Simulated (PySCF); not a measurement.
C$_{3}$H$_{5}$BCl$_{2}$ (SMILES C=CCB(Cl)Cl), singlet, geometry from GFN2-xTB, atoms displaced at random by about 0.03 Å a coordinate; HF/STO-3G, gradient by finite differences (PySCF).

Input for PySCF:
```python
from pyscf import gto, scf

mol = gto.Mole()
mol.atom = '''
    B    -0.03095231   -0.17517929    0.50354728
    C    -0.00546964   -0.89631990   -0.92972407
    C    -0.30075358   -0.06572937   -2.07792039
    C     0.53070816    0.22677895   -3.01686561
    H    -0.69812024   -1.79027505   -0.83985472
    H     0.96813672   -1.38619941   -1.04008244
    H    -1.31998385    0.29542078   -2.08476251
    H     1.53126563   -0.23030064   -3.05306095
    H     0.28319501    0.87297791   -3.80891347
    Cl   -0.70965791    1.37878823    0.70129287
    Cl    0.63449949   -0.96985059    1.89142404
'''
mol.basis = 'sto-3g'
mol.verbose = 4
mol.build()

mf = scf.RHF(mol)
mf.conv_tol = 1e-11
mf.kernel()
scan, done = mf.as_scanner(), []
scan.scf_summary = {}
def energy(d):
    c = mol.atom_coords()
    c[6, 1] += d
    e = scan(mol.set_geom_(c, unit='Bohr', inplace=False))
    done.append(scan.converged)
    return e
h = 1e-3
fd = (energy(h) - energy(-h)) / (2 * h)
print('dE/dx =', fd)
```

The log (banner, timings and long lists left out):

```
PySCF version 2.14.0

[INPUT] verbose = 4
[INPUT] num. atoms = 11
[INPUT] num. electrons = 62
[INPUT] charge = 0
[INPUT] spin (= nelec alpha-beta = 2S) = 0
[INPUT] symmetry False subgroup None
[INPUT] Mole.unit = angstrom
[INPUT] Symbol           X                Y                Z      unit          X                Y                Z       unit  Magmom
[INPUT]  1 B     -0.030952310000  -0.175179290000   0.503547280000 AA   -0.058491388823  -0.331040880796   0.951566449970 Bohr   0.0
[INPUT]  2 C     -0.005469640000  -0.896319900000  -0.929724070000 AA   -0.010336121600  -1.693799130998  -1.756923863716 Bohr   0.0
[INPUT]  3 C     -0.300753580000  -0.065729370000  -2.077920390000 AA   -0.568341897182  -0.124210507640  -3.926700445749 Bohr   0.0
[INPUT]  4 C      0.530708160000   0.226778950000  -3.016865610000 AA    1.002893074472   0.428550106316  -5.701049757519 Bohr   0.0
[INPUT]  5 H     -0.698120240000  -1.790275050000  -0.839854720000 AA   -1.319256055616  -3.383129532142  -1.587095405223 Bohr   0.0
[INPUT]  6 H      0.968136720000  -1.386199410000  -1.040082440000 AA    1.829513251935  -2.619537238934  -1.965470958569 Bohr   0.0
[INPUT]  7 H     -1.319983850000   0.295420780000  -2.084762510000 AA   -2.494407965349   0.558264365705  -3.939630178661 Bohr   0.0
[INPUT]  8 H      1.531265630000  -0.230300640000  -3.053060950000 AA    2.893672664660  -0.435205135912  -5.769449037104 Bohr   0.0
[INPUT]  9 H      0.283195010000   0.872977910000  -3.808913470000 AA    0.535161008743   1.649689162695  -7.197803290467 Bohr   0.0
[INPUT] 10 Cl    -0.709657910000   1.378788230000   0.701292870000 AA   -1.341059092031   2.605532138474   1.325251457410 Bohr   0.0
[INPUT] 11 Cl     0.634499490000  -0.969850590000   1.891424040000 AA    1.199030262276  -1.832751996848   3.574273421018 Bohr   0.0

nuclear repulsion = 308.9842542406
number of shells = 27
number of NR pGTOs = 129
number of NR cGTOs = 43
basis = sto-3g
ecp = {}

******** <class 'pyscf.scf.hf.RHF'> ********
method = RHF
initial guess = minao
damping factor = 0
level_shift factor = 0
DIIS = <class 'pyscf.scf.diis.CDIIS'>
diis_start_cycle = 1
diis_space = 8
diis_damp = 0
SCF conv_tol = 1e-11
SCF conv_tol_grad = None
SCF max_cycles = 50
direct_scf = True
direct_scf_tol = 1e-13
Set gradient conv threshold to 3.16228e-06
Initial guess from minao.
init E= -1049.37408890281
  HOMO = -0.235528627075447  LUMO = 0.125222570614791  gap/eV = 9.81654
cycle= 1 E= -1048.61360949597  delta_E= 0.76  |g|= 0.429  |ddm|= 4.14
  HOMO = -0.338141421576738  LUMO = 0.114700152586589  gap/eV = 12.32245
cycle= 2 E= -1048.69248697484  delta_E= -0.0789  |g|= 0.131  |ddm|= 0.957
  HOMO = -0.328125106764698  LUMO = 0.207611085330891  gap/eV = 14.57812
cycle= 3 E= -1048.69922337155  delta_E= -0.00674  |g|= 0.0316  |ddm|= 0.236
  HOMO = -0.328859255314647  LUMO = 0.199838125268618  gap/eV = 14.38659
cycle= 4 E= -1048.69975174236  delta_E= -0.000528  |g|= 0.00696  |ddm|= 0.0813
  HOMO = -0.328626461112726  LUMO = 0.199497017358448  gap/eV = 14.37097
cycle= 5 E= -1048.69976968032  delta_E= -1.79e-05  |g|= 0.0016  |ddm|= 0.0107
  HOMO = -0.328560971321039  LUMO = 0.199522220455923  gap/eV = 14.36988
cycle= 6 E= -1048.69977173703  delta_E= -2.06e-06  |g|= 0.000332  |ddm|= 0.00493
  HOMO = -0.328588089968979  LUMO = 0.199570320366208  gap/eV = 14.37192
cycle= 7 E= -1048.69977183692  delta_E= -9.99e-08  |g|= 5.98e-05  |ddm|= 0.00114
  HOMO = -0.328575626759482  LUMO = 0.199563656731071  gap/eV = 14.37140
cycle= 8 E= -1048.69977184022  delta_E= -3.3e-09  |g|= 8.6e-06  |ddm|= 0.000207
  HOMO = -0.328579016008989  LUMO = 0.199563506649842  gap/eV = 14.37149
cycle= 9 E= -1048.69977184027  delta_E= -4.96e-11  |g|= 1.77e-06  |ddm|= 2.41e-05
  HOMO = -0.328578566506614  LUMO = 0.19956367910869  gap/eV = 14.37148
cycle= 10 E= -1048.69977184027  delta_E= -4.55e-13  |g|= 5.61e-07  |ddm|= 3.68e-06
  HOMO = -0.328578629430794  LUMO = 0.199563654891538  gap/eV = 14.37148
Extra cycle  E= -1048.69977184027  delta_E= -1.82e-12  |g|= 2.17e-07  |ddm|= 9.92e-07
converged SCF energy = -1048.69977184027
Create scanner for <class 'pyscf.scf.hf.RHF'>

WARN: Mole.unit (angstrom) is changed to Bohr

New geometry
   1 B     -0.030952310000  -0.175179290000   0.503547280000 AA   -0.058491388823  -0.331040880796   0.951566449970 Bohr
   2 C     -0.005469640000  -0.896319900000  -0.929724070000 AA   -0.010336121600  -1.693799130998  -1.756923863716 Bohr
   3 C     -0.300753580000  -0.065729370000  -2.077920390000 AA   -0.568341897182  -0.124210507640  -3.926700445749 Bohr
   4 C      0.530708160000   0.226778950000  -3.016865610000 AA    1.002893074472   0.428550106316  -5.701049757519 Bohr
   5 H     -0.698120240000  -1.790275050000  -0.839854720000 AA   -1.319256055616  -3.383129532142  -1.587095405223 Bohr
   6 H      0.968136720000  -1.386199410000  -1.040082440000 AA    1.829513251935  -2.619537238934  -1.965470958569 Bohr
   7 H     -1.319983850000   0.295949957211  -2.084762510000 AA   -2.494407965349   0.559264365705  -3.939630178661 Bohr
   8 H      1.531265630000  -0.230300640000  -3.053060950000 AA    2.893672664660  -0.435205135912  -5.769449037104 Bohr
   9 H      0.283195010000   0.872977910000  -3.808913470000 AA    0.535161008743   1.649689162695  -7.197803290467 Bohr
  10 Cl    -0.709657910000   1.378788230000   0.701292870000 AA   -1.341059092031   2.605532138474   1.325251457410 Bohr
  11 Cl     0.634499490000  -0.969850590000   1.891424040000 AA    1.199030262276  -1.832751996848   3.574273421018 Bohr

******** <class 'pyscf.scf.hf.RHF_Scanner'> ********
method = RHF_Scanner
initial guess = minao
damping factor = 0
level_shift factor = 0
DIIS = <class 'pyscf.scf.diis.CDIIS'>
diis_start_cycle = 1
diis_space = 8
diis_damp = 0
SCF conv_tol = 1e-11
SCF conv_tol_grad = None
SCF max_cycles = 50
direct_scf = True
direct_scf_tol = 1e-13
Set gradient conv threshold to 3.16228e-06
init E= -1048.69972088036
  HOMO = -0.328603071470505  LUMO = 0.199551914572951  gap/eV = 14.37183
cycle= 1 E= -1048.6997812745  delta_E= -6.04e-05  |g|= 5.64e-05  |ddm|= 0.000343
  HOMO = -0.328575231933586  LUMO = 0.199562915277129  gap/eV = 14.37137
cycle= 2 E= -1048.69978127634  delta_E= -1.84e-09  |g|= 2.18e-05  |ddm|= 0.000107
  HOMO = -0.32857764789108  LUMO = 0.199561671637857  gap/eV = 14.37140
cycle= 3 E= -1048.69978127661  delta_E= -2.69e-10  |g|= 9e-06  |ddm|= 4.16e-05
  HOMO = -0.328577754490778  LUMO = 0.199562224002744  gap/eV = 14.37142
cycle= 4 E= -1048.69978127666  delta_E= -5.32e-11  |g|= 1.97e-06  |ddm|= 2.08e-05
  HOMO = -0.328577462805138  LUMO = 0.19956205401779  gap/eV = 14.37141
cycle= 5 E= -1048.69978127667  delta_E= -3.18e-12  |g|= 5.95e-07  |ddm|= 4.47e-06
  HOMO = -0.328577480350071  LUMO = 0.199562103329705  gap/eV = 14.37141
Extra cycle  E= -1048.69978127667  delta_E= -2.96e-12  |g|= 2.7e-07  |ddm|= 1.02e-06
converged SCF energy = -1048.69978127667

WARN: Mole.unit (angstrom) is changed to Bohr

New geometry
   1 B     -0.030952310000  -0.175179290000   0.503547280000 AA   -0.058491388823  -0.331040880796   0.951566449970 Bohr
   2 C     -0.005469640000  -0.896319900000  -0.929724070000 AA   -0.010336121600  -1.693799130998  -1.756923863716 Bohr
   3 C     -0.300753580000  -0.065729370000  -2.077920390000 AA   -0.568341897182  -0.124210507640  -3.926700445749 Bohr
   4 C      0.530708160000   0.226778950000  -3.016865610000 AA    1.002893074472   0.428550106316  -5.701049757519 Bohr
   5 H     -0.698120240000  -1.790275050000  -0.839854720000 AA   -1.319256055616  -3.383129532142  -1.587095405223 Bohr
   6 H      0.968136720000  -1.386199410000  -1.040082440000 AA    1.829513251935  -2.619537238934  -1.965470958569 Bohr
   7 H     -1.319983850000   0.294891602789  -2.084762510000 AA   -2.494407965349   0.557264365705  -3.939630178661 Bohr
   8 H      1.531265630000  -0.230300640000  -3.053060950000 AA    2.893672664660  -0.435205135912  -5.769449037104 Bohr
   9 H      0.283195010000   0.872977910000  -3.808913470000 AA    0.535161008743   1.649689162695  -7.197803290467 Bohr
  10 Cl    -0.709657910000   1.378788230000   0.701292870000 AA   -1.341059092031   2.605532138474   1.325251457410 Bohr
  11 Cl     0.634499490000  -0.969850590000   1.891424040000 AA    1.199030262276  -1.832751996848   3.574273421018 Bohr

******** <class 'pyscf.scf.hf.RHF_Scanner'> ********
method = RHF_Scanner
initial guess = minao
damping factor = 0
level_shift factor = 0
DIIS = <class 'pyscf.scf.diis.CDIIS'>
diis_start_cycle = 1
diis_space = 8
diis_damp = 0
SCF conv_tol = 1e-11
SCF conv_tol_grad = None
SCF max_cycles = 50
direct_scf = True
direct_scf_tol = 1e-13
Set gradient conv threshold to 3.16228e-06
init E= -1048.69988302694
  HOMO = -0.32852861544223  LUMO = 0.199585493133612  gap/eV = 14.37072
cycle= 1 E= -1048.69976229383  delta_E= 0.000121  |g|= 0.000113  |ddm|= 0.000687
  HOMO = -0.328584236054383  LUMO = 0.199563540971806  gap/eV = 14.37163
cycle= 2 E= -1048.69976230119  delta_E= -7.36e-09  |g|= 4.35e-05  |ddm|= 0.000213
  HOMO = -0.328579423097556  LUMO = 0.199566016220122  gap/eV = 14.37157
cycle= 3 E= -1048.69976230226  delta_E= -1.07e-09  |g|= 1.8e-05  |ddm|= 8.31e-05
  HOMO = -0.328579211329961  LUMO = 0.19956490830843  gap/eV = 14.37153
cycle= 4 E= -1048.69976230248  delta_E= -2.2e-10  |g|= 3.93e-06  |ddm|= 4.15e-05
  HOMO = -0.328579791808937  LUMO = 0.199565246877573  gap/eV = 14.37156
cycle= 5 E= -1048.69976230248  delta_E= -8.64e-12  |g|= 1.19e-06  |ddm|= 8.93e-06
  HOMO = -0.328579756940085  LUMO = 0.199565147499047  gap/eV = 14.37155
Extra cycle  E= -1048.69976230249  delta_E= -4.09e-12  |g|= 5.41e-07  |ddm|= 2.05e-06
converged SCF energy = -1048.69976230249
dE/dx = -0.009487089869253396
```
